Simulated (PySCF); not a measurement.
[La(H2O)4]3+: from a saddle point downhill

PySCF 2.14.0, RKS PBE0, La lcecp-1-SVP with ECP46, O def2-SVP, H def2-SVP; non-relativistic Hamiltonian with scalar-relativistic core potentials where named; density fitting; no spin-orbit coupling. Relaxed within the symmetry of its start, the geometry (D2d) is

```xyz
13

La    0.0000    0.0000    0.0000
O     1.4037    1.4055    1.4055
H     1.7708    1.2077    2.2948
H     1.7708    2.2948    1.2077
O    -1.4037   -1.4055    1.4055
H    -1.7708   -1.2077    2.2948
H    -1.7708   -2.2948    1.2077
O     1.4037   -1.4055   -1.4055
H     1.7708   -2.2948   -1.2077
H     1.7708   -1.2077   -2.2948
O    -1.4037    1.4055   -1.4055
H    -1.7708    2.2948   -1.2077
H    -1.7708    1.2077   -2.2948
```

and its lowest harmonic modes are -131, -60, -60, -22, 31, 48 cm⁻¹ (negative: unstable). It was moved along the lowest mode and relaxed again, within the group S4 that the move left.

Q: Where does it end, and how much lower?

A: In S4, 0.040 eV lower, after 15 steps:
```xyz
13

La    0.0000    0.0000    0.0000
O     1.4593    1.3453    1.4061
H     1.4036    1.5005    2.3746
H     2.2553    1.8573    1.1435
O    -1.4591   -1.4061    1.3454
H    -2.2555   -1.1435    1.8571
H    -1.4036   -2.3746    1.5004
O     1.4593   -1.3453   -1.4061
H     2.2553   -1.8573   -1.1435
H     1.4036   -1.5005   -2.3746
O    -1.4591    1.4061   -1.3454
H    -1.4036    2.3746   -1.5004
H    -2.2555    1.1435   -1.8571
```

Q: How do the contacts change?

A: 
```csv
contact,saddle (Å),end (Å)
La1–O2 (H2O),2.433,2.432
La1–O5 (H2O),2.433,2.432
La1–O8 (H2O),2.433,2.432
La1–O11 (H2O),2.433,2.432
```


Q: Is the end a minimum?

A: Yes; lowest modes 31, 31, 35, 51, 54, 91 cm⁻¹.

State: singlet in the valence, with the 4f electrons in the core potential.
